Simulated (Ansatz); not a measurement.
Two isomers of C2H5NSi: A = `[SiH3]C1C=N1`, B = `NC1=C[SiH2]1`.

Program: Ansatz. Geometries: PBE0-D4/def2-TZVP. ΔE: electronic, gas phase. CCSD(T)/CBS is the MP2 limit (def2-TZVPP, def2-QZVPP) plus CCSD(T) − MP2 in def2-TZVPP, frozen cores. DFT in def2-TZVPP. One conformer a species, not always the lowest.

A:

Z-matrix (Å, degrees):
```
Si
C 1 1.869
H 1 1.489 2 109.8
H 1 1.486 2 108.9 3 119.8
H 1 1.487 2 110.8 3 -119.6
C 2 1.453 1 123.5 3 -104.8
N 2 1.561 1 118.4 3 -161.7
H 2 1.091 1 117.3 3 56.3
H 6 1.083 2 150.3 1 80.3
```

B:

Z-matrix (Å, degrees):
```
Si
C 1 1.811
C 1 1.791 2 43.8
H 1 1.487 2 121.3 3 106.8
H 1 1.487 2 121.6 3 -106.7
N 2 1.348 1 153.9 3 175.9
H 3 1.082 1 154.5 2 -179.1
H 6 1.007 2 119.6 1 171.8
H 6 1.003 2 119.1 1 17.6
```

Q: Which is lower in electronic energy at CCSD(T)/CBS, and by how much? (An estimate is asked.)

A: Computed: B, by 67.7 kJ/mol.

Q: Give E(B) − E(A) in kJ/mol with CCSD(T)/def2-SVP, BLYP-D4, HF/def2-TZVPP, PBE0-D4, ωB97M-V, PBE-D4, CCSD(T)/def2-TZVPP. (Estimate.)

A: The calculation gave: CCSD(T)/def2-SVP -45.2, BLYP-D4 -68.5, HF/def2-TZVPP -65.5, PBE0-D4 -85.9, ωB97M-V -74.7, PBE-D4 -81.2, CCSD(T)/def2-TZVPP -60.4. None reverses the order clearly.

Q: Does the order hold for the free energy at 298.15 K (harmonic terms from PBE0-D4)? (Estimate.)

A: The calculation gave: Yes: G(B) − G(A) = -53.8 kJ/mol, for one conformer each.

Largest T1 diagnostic: 0.013.

At CCSD(T), def2-SVP lies +22.5 kJ/mol from the extrapolated value and def2-TZVPP +7.2 kJ/mol. From PBE to PBE0 (25 % exact exchange), in def2-TZVPP and without D4, E(B) − E(A) moves by −4.8 kJ/mol.
